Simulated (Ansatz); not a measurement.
One reagent, a row of partners

Four-centre ligand exchange: SnH₄O ([OH][SnH3]) meets different reagents, and the same bond of it breaks. Each row is one chosen step, not always the lowest open to these reactants.

Gas-phase electronic energies, without zero-point energy, by CCSD(T) at an estimated basis limit (MP2 extrapolated from triple and quadruple zeta, plus CCSD(T) − MP2 in triple zeta); Ansatz 0.2.0, def2-TZVPP and QZVPP, frozen cores, core potentials past krypton, on PBE0-D4/def2-TZVP structures. Extrapolation: Hartree–Fock as exp(−7.88 √X), correlation as X^−2.97. All energies, in kJ/mol, count from the separated reactants, without counterpoise correction; the start and end structures are the complexes reached by relaxing down from the saddle, and deeper ones may exist. Brackets give SMILES, or, where every atom is bracketed, only which atoms are joined. Steps whose reference was doubtful or whose search ended elsewhere are left out.

| reactants | products | broken | formed | start structure | saddle | end structure | saddle by PBE0-D4/TZ |
| --- | --- | --- | --- | --- | --- | --- | --- |
| SnH₄O ([OH][SnH3]) + HBr | SnH₃Br ([Br][SnH3]) + H₂O | Br–H, O–Sn | Br–Sn, H–O | -27.5 | ? | -113.9 | -32.5 |
| SnH₄O ([OH][SnH3]) + HF | SnH₃F ([F][SnH3]) + H₂O | F–H, O–Sn | F–Sn, H–O | -45.4 | 1.1 | -66.0 | -10.2 |
| SnH₄O ([OH][SnH3]) + PH₃ | SnPH₅ ([PH2][SnH3]) + H₂O | H–P, O–Sn | H–O, P–Sn | -13.4 | 123.0 | -38.2 | 103.0 |
| SnH₄O ([OH][SnH3]) + NH₃ | SnNH₅ ([NH2][SnH3]) + H₂O | H–N, O–Sn | H–O, N–Sn | -30.9 | 63.3 | -6.1 | 51.7 |
| SnH₄O ([OH][SnH3]) + CH₄ | CH₆Sn ([CH3][SnH3]) + H₂O | C–H, O–Sn | C–Sn, H–O | -6.8 | 204.6 | 21.9 | 189.2 |

(1) Fit a straight line of the saddle against the PBE0-D4 saddle to the 4 complete rows, and use it to predict the missing value.

(2) How do the PBE0-D4 saddles lie against the coupled-cluster estimate?

The T1 diagnostic stays at or below 0.015. The filled d shells of Br, Sn are correlated in sets not built for that, so values that involve them are less sure.

For scale, one of the runs: CCSD(T)/def2-TZVPP, 224 basis functions, launched by `ansatz run in.yaml --threads 4 --pin off --events-out ev --progress --plain --max-ram 9574MiB`. The run took 2.4 min on 4 CPU threads of an Intel Xeon (shared host), with 4.1 GiB of host memory at its peak.

Answers

(1) Means: x̄ = 83.4, ȳ = 98.0. Σ(x − x̄)(y − ȳ) = 21940 and Σ(x − x̄)² = 21340, so the slope is 1.028 (correlation 1.00). For x = -32.5: y = 98.0 + 1.028 × (-32.5 − (83.4)) = -21.1 kJ/mol. The calculation gives -19.2 kJ/mol, so the line misses by 1.9 kJ/mol (this x lies outside the fitted range).

Above its own start structure that saddle lies 8.3 kJ/mol.

So low a barrier for a moving hydrogen may vanish once zero-point energy is counted.

(2) All lower, by 11.3 to 20.0 kJ/mol.
